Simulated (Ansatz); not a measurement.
F$_{3}$NbO, SMILES `[O]=[Nb]([F])([F])[F]`, 5 atoms. The species carries charge 0 and has multiplicity 1. Correlated methods include outer-core shells of Nb, which these sets cover unevenly. Nb: def2 effective core potential. All runs use 4 threads of an Arm Neoverse V1 on a shared host. Correlated methods freeze the cores.

(1) How many basis functions does each run have, and how long does it take in Ansatz? RKS PBE0-D4/def2-TZVP relaxation (3 steps); RKS ωB97M-V/def2-QZVPP energy; RKS PBE0-D4/def2-SVP energy; RKS r2SCAN0-D4/def2-TZVPP energy; RKS PBE0-D4/def2-QZVPP energy; RHF-CCSD(T)/def2-SVP energy; direct RPA on PBE orbitals/def2-TZVPP energy; RKS PBE0-D4/def2-TZVP frequencies; RKS B2PLYP (frozen core)/def2-TZVPP energy; RKS BLYP-D4/def2-TZVPP energy; RHF-MP2/def2-QZVPP energy; RKS B97M-V/def2-TZVPP energy. (Best estimate.)

## Answers

(1) The calculation gave: Other jobs shared the machine, so times are rough.

| level | job | functions | wall time | peak host memory (GiB) |
| --- | --- | --- | --- | --- |
| RKS PBE0-D4/def2-SVP | energy | 87 | 0.75 s | 0.35 |
| RKS BLYP-D4/def2-TZVPP | energy | 180 | 1.6 s | 0.2 |
| RKS r2SCAN0-D4/def2-TZVPP | energy | 180 | 3.2 s | 0.4 |
| RKS PBE0-D4/def2-QZVPP | energy | 309 | 3.5 s | 0.72 |
| direct RPA on PBE orbitals/def2-TZVPP | energy | 180 | 3.6 s | 0.37 |
| RKS B2PLYP (frozen core)/def2-TZVPP | energy | 180 | 3.7 s | 0.43 |
| RHF-CCSD(T)/def2-SVP | energy | 87 | 5.5 s | 0.37 |
| RKS B97M-V/def2-TZVPP | energy | 180 | 6 s | 0.29 |
| RKS PBE0-D4/def2-TZVP | relaxation (3 steps) | 164 | 7 s | 0.33 |
| RHF-MP2/def2-QZVPP | energy | 309 | 7 s | 1 |
| RKS ωB97M-V/def2-QZVPP | energy | 309 | 9.5 s | 0.9 |
| RKS PBE0-D4/def2-TZVP | frequencies | 164 | 43 s | 0.35 |
